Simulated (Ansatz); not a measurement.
Worked example: the step energy

An elementary step of Hf$_{2}$NH$_{3}$Cl$_{6}$O, closed shell (Hf₂NH₃Cl₆O ([Cl][Hf]1([Cl])([Cl])[NH2][Hf]([Cl])([Cl])([Cl])[OH]1) → Hf₂NH₃Cl₆O ([Cl][Hf]1([Cl])([Cl])[NH2][Hf]([Cl])([Cl])([Cl])[OH]1); Hf–Cl, Hf–Cl broken or loosened, Hf–Cl, Cl–Hf formed or tightened). “Start” and “end” are the PBE0-D4/def2-TZVP structures reached by relaxing down either side of its saddle point, with the molecules still in contact.

Ansatz 0.2.0; basis: def2-TZVPP and def2-QZVPP; cores frozen in the correlated methods. Core potentials replace the inner electrons of the atoms past krypton.

Energies in eV:

| quantity | end | start |
| --- | --- | --- |
| Hartree–Fock, triple zeta (X = 3) | -81194.88163 | -81194.88200 |
| Hartree–Fock, quadruple zeta (X = 4) | -81197.11954 | -81197.11993 |
| MP2 correlation, X = 3 | -60.91250 | -60.91203 |
| MP2 correlation, X = 4 | -67.64040 | -67.63986 |
| CCSD(T) correlation, X = 3 | -65.83741 | -65.83710 |

Task: Work out the step energy at the basis limit: extrapolate Hartree–Fock as E(X) = E∞ + A exp(−7.88 √X) and the MP2 correlation as E(X) = E∞ + B X^−2.97 (the exponents that Neese and Valeev fitted for def2-TZVPP and QZVPP), then add CCSD(T) − MP2 in triple zeta.

Result: Each step is linear, so take the differences first (end − start): Hartree–Fock 0.00037 (X = 3) and 0.00039 (X = 4); MP2 correlation -0.00047 and -0.00054; CCSD(T) correlation -0.00031.
Two points give E∞ = E(4) + w [E(4) − E(3)], with w = 1/(exp(7.88 (2 − √3)) − 1) = 0.1377 for Hartree–Fock and w = 1/((4/3)^2.97 − 1) = 0.7407 for the correlation.
Hartree–Fock: 0.00039 + 0.1377 × 0.00002 = 0.0004 eV.
MP2 correlation: -0.00054 + 0.7407 × (-0.00007) = -0.0006 eV.
CCSD(T) − MP2: -0.00031 − (-0.00047) = 0.0002 eV.
Sum: 0.0004 + (-0.0006) + 0.0002 = 0.0000 eV, or 0.00 kcal/mol. Plain CCSD(T) in triple zeta gives 0.0001 eV, so the larger basis shifts the result by -0.0001 eV.

T1 diagnostic: at most 0.016.

Labels in which every atom is bracketed show which atoms are joined, not bond orders.

For scale, one of the runs: CCSD(T)/def2-TZVPP, 468 basis functions, launched by `ansatz run in.yaml --threads 11 --pin off --events-out ev --progress --plain --max-ram 174080MiB --backend cuda --devices 0, --max-vram 75GiB`. Hardware: 11 CPU threads of an AMD EPYC 7R13 and one NVIDIA H100, shared host. Wall time 36 s; peak host memory 1.2 GiB.
